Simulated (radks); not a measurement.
Species: Sb4+. Configuration: [Kr] 4d10 5s0.5 4f0.5 (fractional occupations, a model configuration).

Method: Dirac Kohn-Sham, LDA (Slater exchange, Perdew-Zunger correlation), spin-unpolarised, spherical densities, finite nucleus; open shells fill j = l - 1/2 first; Fermi nuclear charge, rms radius 4.6802 fm; computed with a radial shooting solver on a logarithmic mesh with Libxc functionals.

Energy parts (eV):
part                       energy
total                 -176160.806
kinetic                185833.802
electron-nucleus      -425828.514
Hartree                 68289.955
exchange-correlation    -4456.049

Orbitals (lengths in bohr, moments of r in powers of bohr; r(90%) holds 90 % of the orbital's charge):
| orbital | occ. | eigenvalue (eV) | r(90%) |
|---|---|---|---|
| 1s1/2 | 2 | -30293.60 | 0.0511 |
| 2s1/2 | 2 | -4647.352 | 0.190 |
| 2p1/2 | 2 | -4353.268 | 0.169 |
| 2p3/2 | 4 | -4101.785 | 0.177 |
| 3s1/2 | 2 | -946.4280 | 0.487 |
| 3p1/2 | 2 | -825.9639 | 0.483 |
| 3p3/2 | 4 | -779.5617 | 0.499 |
| 3d3/2 | 4 | -565.9250 | 0.478 |
| 3d5/2 | 6 | -556.2691 | 0.483 |
| 4s1/2 | 2 | -192.4128 | 1.14 |
| 4p1/2 | 2 | -151.5393 | 1.22 |
| 4p3/2 | 4 | -142.8248 | 1.26 |
| 4d3/2 | 4 | -77.8378 | 1.54 |
| 4d5/2 | 6 | -76.5508 | 1.56 |
| 4f5/2 | 0.5 | -20.1820 | 4.16 |
| 4f7/2 | 0 | -20.1615 | 4.17 |
| 5s1/2 | 0.5 | -51.0362 | 2.77 |

The highest occupied level is 4f5/2 at -20.182 eV. The electron density at the nucleus is 2.08e+05 e/bohr^3.
